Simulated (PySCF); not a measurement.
# Atomic charges by several schemes

Species: C6H11B.
Structure used (PBE0-D3(BJ)/def2-SVP), in Å, numbered top down from 1:
```
atom  x, y, z in Å
B1     2.2830    0.5903   -0.2250
C2     0.8565    0.4213   -0.7968
C3    -0.0882    1.5795   -0.6979
C4    -1.4191    1.4413   -0.6514
C5    -2.1175    0.1195   -0.7726
C6    -1.1937   -0.9640   -1.3186
C7     0.1612   -0.9297   -0.6222
H8     2.7562    1.6947   -0.0728
H9     2.9844   -0.3831   -0.0596
H10    1.3111    0.4559   -1.8384
H11    0.3526    2.5800   -0.6326
H12   -2.0417    2.3334   -0.5231
H13   -2.5152   -0.1794    0.2162
H14   -3.0052    0.2290   -1.4185
H15   -1.0462   -0.8013   -2.4010
H16   -1.6606   -1.9557   -1.2108
H17    0.0138   -1.1111    0.4572
H18    0.8133   -1.7397   -0.9832
```

Density: PBE0/pcSseg-1 (PySCF); schemes: Mulliken, IAO, Hirshfeld and ESP-fitted. Geometry: PBE0-D3(BJ)/def2-SVP, one conformer, isolated molecule.

**Question.** Atoms with like bonding are taken together and averaged. Which atoms carry the highest charge in the Mulliken, IAO, Hirshfeld and ESP-fitted schemes?

**Answer.** The schemes don't all agree: Mulliken B1 (+0.202); IAO H10 (+0.180); Hirshfeld B1 (+0.143); ESP-fitted C2 (+0.383).

**Question.** At which atom do the 4 schemes differ most?

**Answer.** At C2: from -0.445 (Mulliken) to +0.383 e (ESP-fitted), 0.828 e apart.

**Question.** What partial charge does each atom carry?

**Answer.** In e; atoms taken as equivalent share a row and are averaged (×n: the atom named and its like, n in all):

| atom | environment | Mulliken | IAO | Hirshfeld | ESP-fitted |
| --- | --- | --- | --- | --- | --- |
| B1 | three-coordinate boron | +0.202 | +0.046 | +0.143 | +0.163 |
| C2 | sp3 carbon bound to boron | -0.445 | -0.244 | -0.086 | +0.383 |
| C3 | alkene CH carbon | -0.094 | -0.158 | -0.054 | -0.500 |
| C4 | alkene CH carbon | -0.167 | -0.162 | -0.054 | -0.072 |
| C5 | allylic carbon | -0.181 | -0.261 | -0.069 | -0.167 |
| C6 | ring CH2 carbon | -0.208 | -0.249 | -0.068 | +0.050 |
| C7 | ring CH2 carbon | -0.177 | -0.243 | -0.065 | -0.218 |
| H8/H9 | B–H hydrogen | -0.012 | +0.007 | -0.059 | -0.116 |
| H10 | methine hydrogen | +0.160 | +0.180 | +0.061 | +0.027 |
| H11 | vinylic hydrogen | +0.094 | +0.140 | +0.041 | +0.169 |
| H12 | vinylic hydrogen | +0.097 | +0.141 | +0.042 | +0.115 |
| H13 | methylene hydrogen | +0.132 | +0.137 | +0.038 | +0.078 |
| H14 | methylene hydrogen | +0.130 | +0.141 | +0.042 | +0.071 |
| H15 | methylene hydrogen | +0.116 | +0.126 | +0.033 | +0.016 |
| H16 | methylene hydrogen | +0.119 | +0.132 | +0.039 | +0.019 |
| H17 | methylene hydrogen | +0.124 | +0.127 | +0.035 | +0.073 |
| H18 | methylene hydrogen | +0.123 | +0.134 | +0.040 | +0.026 |

Mean size of the charges over all atoms: IAO 0.146 e, Mulliken 0.144 e, ESP-fitted 0.132 e, Hirshfeld 0.057 e. Each set sums to the total charge, 0, to within 0.001 e. The ESP scheme fits charges at the nuclei, held to the total charge, to the electrostatic potential on points at 1.4 to 2.0 times the van der Waals radii. The IAO scheme counts the electrons in orthogonalised intrinsic atomic orbitals, a minimal basis polarised so that it spans the occupied orbitals exactly.

**Question.** How many electrons does the Mulliken scheme count on C7?

**Answer.** Z − q = 6 − (-0.177) = 6.177.

**Question.** Sum the charges by element, for elements with more than one atom.

**Answer.** 
```tsv
element	atoms	Mulliken	IAO	Hirshfeld	ESP-fitted
C	6	-1.272	-1.316	-0.396	-0.524
H	11	+1.070	+1.271	+0.252	+0.362
```

The run behind these numbers computed NMR shieldings as well. On an Arm Neoverse V1 with one thread, no GPU, on a shared host, this took 22 s of wall time and 0.93 GiB of memory at its peak.
